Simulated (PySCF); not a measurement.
Species: `N#Cc1ccc(F)cc1`. The columns A, B, C and D hold Mulliken, IAO, Hirshfeld and ESP-fitted charges (e) of one PBE0/pcSseg-1 density (PySCF), in a shuffled order. Coordinates in Å (GFN2-xTB); the density's dipole moment is (-3.02, 0.63, 0.41) D.

| atom | x | y | z | A | B | C | D |
| --- | --- | --- | --- | --- | --- | --- | --- |
| N1 | 3.527 | -0.738 | -0.467 | -0.238 | -0.451 | -0.238 | -0.219 |
| C2 | 2.415 | -0.505 | -0.319 | +0.139 | +0.370 | +0.151 | +0.076 |
| C3 | 1.042 | -0.218 | -0.137 | -0.060 | -0.081 | -0.279 | +0.003 |
| C4 | 0.125 | -1.263 | -0.012 | -0.117 | -0.093 | +0.060 | -0.022 |
| C5 | -1.216 | -0.985 | 0.163 | -0.186 | -0.308 | -0.138 | -0.055 |
| C6 | -1.622 | 0.339 | 0.210 | +0.313 | +0.419 | +0.343 | +0.104 |
| F7 | -2.927 | 0.612 | 0.379 | -0.259 | -0.201 | -0.272 | -0.075 |
| C8 | -0.729 | 1.391 | 0.089 | -0.186 | -0.305 | -0.138 | -0.055 |
| C9 | 0.612 | 1.109 | -0.085 | -0.117 | -0.091 | +0.060 | -0.022 |
| H10 | 0.470 | -2.285 | -0.053 | +0.177 | +0.175 | +0.105 | +0.068 |
| H11 | -1.945 | -1.773 | 0.263 | +0.179 | +0.198 | +0.120 | +0.065 |
| H12 | -1.087 | 2.407 | 0.132 | +0.179 | +0.195 | +0.120 | +0.065 |
| H13 | 1.330 | 1.909 | -0.181 | +0.177 | +0.173 | +0.105 | +0.068 |

Which column most likely holds the ESP-fitted charges?

B. Σ q r misses the density's dipole by 0.02 D (B), 0.53 D (D), 1.18 D (C), 1.79 D (A). Charges fitted to the outside potential are the only set here that is tied to the molecule's multipoles.

And the Hirshfeld charges?

D. The mean sizes are 0.069 e (D), 0.164 e (C), 0.179 e (A), 0.235 e (B), and Hirshfeld charges are commonly the smallest of these schemes.

As computed, A = IAO, B = ESP-fitted, C = Mulliken, D = Hirshfeld. Hydrogens on carbon: IAO +0.18 to +0.18, ESP-fitted +0.17 to +0.20, Mulliken +0.10 to +0.12, Hirshfeld +0.07 to +0.07 e.

The Hirshfeld scheme divides the density at each point in proportion to the densities of the neutral, spherically averaged free atoms. The IAO scheme projects the occupied orbitals on a minimal set of polarised atomic orbitals and counts the electrons in each atom's part of it.

Isolated species at its GFN2-xTB geometry, gas phase.
